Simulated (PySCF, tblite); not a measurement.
Rigid-rotor lines calculated for a species of formula C7H14N2 (commonest isotopes; PBE0/pcSseg-1 in PySCF (dipole) on a GFN2-xTB geometry, gas phase), labelled J(Ka,Kc):

```csv
transition,MHz
"1(0,1) ← 0(0,0)",1518.1
"2(1,1) ← 1(1,0)",3136.5
"1(1,1) ← 0(0,0)",3716.9
"2(1,2) ← 1(1,1)",2936.0
"2(0,2) ← 1(0,1)",3032.9
```

Task: Find the rotational constants.

Result: 1(0,1) ← 0(0,0) is B + C, 2(1,1) ← 1(1,0) is 3B + C and 2(1,2) ← 1(1,1) is B + 3C, so B − C is half the difference of the last two, 100.2 MHz. 1(1,1) ← 0(0,0) is A + C. A = 3008.0, B = 809.2, C = 708.9 MHz.

Task: What moments of inertia, asymmetry and inertial defect follow?

Result: I = 505379 MHz·u·Å² over each constant: Ia = 168.01, Ib = 624.55, Ic = 712.87 u·Å²; κ = (2B − A − C)/(A − C) = -0.913 (near-prolate asymmetric top); Δ = Ic − Ia − Ib = -79.69 u·Å².

Task: Which dipole components do these lines need?

Result: μa and μb (a-type: ΔKa even, ΔKc odd; b-type: both odd). The calculation gives |μa| = 0.24 D, |μb| = 1.75 D, |μc| = 0.08 D.

Task: Where do these fall, and of which type are they? 2(2,1) ← 1(1,0); 2(2,0) ← 1(1,1); 2(0,2) ← 1(1,1); 1(1,0) ← 1(0,1); 2(1,1) ← 2(0,2); 2(2,1) ← 2(1,2); 2(1,2) ← 1(0,1); 2(1,1) ← 2(1,2).

Result: 
| transition | MHz | type | branch |
| --- | --- | --- | --- |
| 2(1,1) ← 2(1,2) | 301 | a | Q |
| 2(0,2) ← 1(1,1) | 834 | b | R |
| 1(1,0) ← 1(0,1) | 2299 | b | Q |
| 2(1,1) ← 2(0,2) | 2403 | b | Q |
| 2(1,2) ← 1(0,1) | 5135 | b | R |
| 2(2,1) ← 2(1,2) | 6897 | b | Q |
| 2(2,1) ← 1(1,0) | 9733 | b | R |
| 2(2,0) ← 1(1,1) | 9836 | b | R |

Task: Which structure gave them?

Result: `N(C1CC1)/N=C(\CC)C`, point group C1. Three constants can't fix a structure by themselves; this is the one that was computed:
```xyz
23
C7H14N2 angstrom
C     -2.110    1.535   -0.004
C     -1.803    0.437   -1.027
C     -1.273   -0.810   -0.353
C     -2.285   -1.851    0.013
N     -0.063   -1.053   -0.056
N      0.960   -0.243   -0.376
C      2.182   -0.487    0.309
C      3.407    0.279   -0.074
C      2.764    0.519    1.265
H     -2.497    2.423   -0.500
H     -1.217    1.811    0.553
H     -2.855    1.188    0.709
H     -2.718    0.184   -1.566
H     -1.080    0.807   -1.760
H     -1.808   -2.651    0.570
H     -3.077   -1.411    0.619
H     -2.742   -2.265   -0.886
H      0.774    0.730   -0.604
H      2.272   -1.537    0.551
H      4.351   -0.242   -0.106
H      3.311    1.048   -0.826
H      3.265    0.165    2.152
H      2.237    1.452    1.408
```

The values belong to one conformer (point group C1) with, in the numbering `[CH3:1][CH2:2]/[C:3]([CH3:4])=[N:5]\[NH:6][CH:7]1[CH2:8][CH2:9]1`, C1–C2–C3–C4 93°, C3–N5–N6–C7 165°, N5–N6–C7–C8 174°. Its GFN2-xTB frequencies are all real (lowest 38 cm⁻¹). Constants of a rigid frame at the computed geometry: no zero-point averaging, no centrifugal distortion. A rigid rotor knows nothing of inversion at nitrogen or internal rotation, which can split or shift real lines. Quadrupole hyperfine structure (14N) is left out.
